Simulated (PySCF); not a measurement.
**TDDFT excited states: C6H9FO**

Compound: C₆H₉FO.
Numbering: `[F:1][CH2:2][CH2:3][CH2:4][C:5]1=[CH:6][CH2:7][O:8]1` (hydrogens: H9, H10 on C2; H11, H12 on C3; H13, H14 on C4; H15 on C6; H16, H17 on C7)

Theory: TDDFT wB97X-D/def2-SVPD, vertical, gas phase, core orbitals frozen in the response (PySCF). The structure is a single GFN2-xTB conformer in the gas phase; no vibrational or solvent corrections. Torsions of this conformer, `[F:1][CH2:2][CH2:3][CH2:4][C:5]1=[CH:6][CH2:7][O:8]1`: F1–C2–C3–C4 179°, C2–C3–C4–C5 -65°, C3–C4–C5–C6 -96°.

Predict the UV-vis stick spectrum at this level.

```
state  E (eV)  ν̃ (cm⁻¹)       f  |μ| (D)  main configurations (H = HOMO, L = LUMO)
   S1    6.47      52170   0.195     2.82                                 H→L (87%)
   S2    6.65      53640   0.025     1.00                               H→L+1 (87%)
   S3    7.08      57110   0.013     0.70      H→L+3 (58%), H→L+5 (22%), H→L+4 (8%)
   S4    7.19      57970  0.0044     0.40                               H→L+2 (83%)
   S5    7.82      63090   0.027     0.96                  H→L+4 (49%), H→L+5 (28%)
   S6    8.02      64700  0.0014     0.22     H→L+7 (32%), H→L+3 (24%), H→L+5 (13%)
   S7    8.39      67650   0.022     0.83     H→L+6 (30%), H-4→L (24%), H→L+8 (12%)
   S8    8.41      67850   0.021     0.82     H-4→L (36%), H→L+6 (18%), H→L+8 (12%)
```

Triplets (Tamm–Dancoff): T1 4.16 eV, H→L (66%), H→L+1 (15%); T2 6.61 eV, H→L+1 (62%), H→L (13%); T3 6.87 eV, H→L+3 (45%), H→L+5 (20%), H→L+1 (13%).

The lowest singlet comes at 192 nm (624 kJ/mol) in the vacuum ultraviolet; it is strong; its leading configuration is HOMO→LUMO (87%). The lowest level is also the most intense of those listed (f = 0.195). Löwdin shares by element: HOMO carbon 65% or more, oxygen 25%; LUMO carbon 58% or more (atoms not listed hold the other 42%). The oscillator strengths of these states sum to 0.310; summed over the whole spectrum of an exact calculation they would give the number of electrons, 62 (Thomas–Reiche–Kuhn). The listed states span 1.94 eV, and the widest gap between neighbours is 0.63 eV (S4 to S5). Weighted by f, the mean energy of these states is 6.91 eV. Singlets were solved by full linear response, triplets in the Tamm–Dancoff approximation.
